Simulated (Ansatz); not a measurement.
`CB(N)[SiH2]C#N` + `COCO` → `CB(N)[SiH2]O` + `COCC#N`  (formal exchange of groups at the Si–C bond)

Isolated molecules relaxed with PBE0-D4/def2-TZVP in Ansatz; ΔE leaves out vibrations. CCSD(T)/CBS is the MP2 limit (def2-TZVPP, def2-QZVPP) plus CCSD(T) − MP2 in def2-TZVPP, frozen cores. This one scheme is used for every species. Functionals use def2-TZVPP. B3LYP here is the variant with VWN-RPA as its local correlation; programs differ in this. Each species was taken in one conformer, which may not be the lowest.

**Question.** Is it downhill or uphill in electronic energy at CCSD(T)/CBS, and by how much? (Best estimate.)

**Answer.** The calculation gave: Downhill: ΔE = -0.62 eV.

**Question.** What do these levels give: PBE0-D4, ωB97M-V, PBE, B3LYP, HF/def2-TZVPP, MP2/def2-TZVPP, SCS-MP2/def2-TZVPP, HF/def2-QZVPP, MP2/def2-QZVPP, SCS-MP2/def2-QZVPP, HF/CBS(def2), CCSD/CBS(def2)? (An estimate is asked.)

**Answer.** The calculation gave: PBE0-D4 -0.59, ωB97M-V -0.60, PBE -0.56, B3LYP -0.61, HF/def2-TZVPP -0.64, MP2/def2-TZVPP -0.65, SCS-MP2/def2-TZVPP -0.63, HF/def2-QZVPP -0.65, MP2/def2-QZVPP -0.66, SCS-MP2/def2-QZVPP -0.65, HF/CBS(def2) -0.66, CCSD/CBS(def2) -0.64 eV.

Largest T1 diagnostic among the species: 0.013.

From PBE to PBE0 (25 % exact exchange), in def2-TZVPP and without D4, ΔE moves by −0.03 eV.
